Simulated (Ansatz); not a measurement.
This geometry of Cl2GaH + H4Si (9 atoms, charge 0, multiplicity 1) is a first-order saddle point.

Method: RKS PBE-D4/def2-SVP in Ansatz.

```xyz
9
Properties=species:S:1:pos:R:3
Ga -1.178 0.495 -0.175
H -1.753 -0.918 0.641
Cl -1.738 0.414 -2.250
Cl -1.376 2.222 1.093
H -0.563 -0.881 0.515
Si 1.279 -0.307 0.058
H 1.816 -0.274 1.463
H 1.656 -1.595 -0.623
H 1.856 0.845 -0.723
```

(1) Which two structures does it join? (They come from a converged band through this point; their orientation in space is the band's.)

(2) How far does it lie above each of them?

## Answers

(1) Bonds broken: Ga1–H2, H5–Si6. Bonds formed: Ga1–Si6, H2–H5. Cl2GaH + H4Si becomes Cl2GaH3Si + H2.

First end point:

```xyz
9
Properties=species:S:1:pos:R:3
Ga -1.752 0.354 -0.043
H -2.652 -0.710 0.660
Cl -1.580 0.490 -2.199
Cl -0.984 2.088 1.021
H -0.036 -0.814 0.254
Si 1.434 -0.419 0.107
H 1.950 -0.180 1.493
H 2.096 -1.605 -0.535
H 1.525 0.796 -0.758
```

Last end point:

```xyz
9
Properties=species:S:1:pos:R:3
Ga -0.648 0.807 -0.420
H -1.826 -1.045 1.124
Cl -1.740 0.506 -2.271
Cl -1.684 2.083 1.001
H -1.690 -1.553 0.559
Si 1.555 -0.067 -0.050
H 1.833 -0.132 1.425
H 1.650 -1.440 -0.654
H 2.552 0.843 -0.714
```

(2) 38.9 kcal/mol above the first and 39.2 kcal/mol above the second. This is the barrier of this one path; another mechanism may lie lower. The orbitals stay closed-shell, which can raise the energy where a bond breaks towards radicals; this wasn't checked here.

The run took 100 s on 2 threads of Intel(R) Xeon(R) 6975P-C (Granite Rapids), with other jobs on the host, peak memory 0.18 GiB.
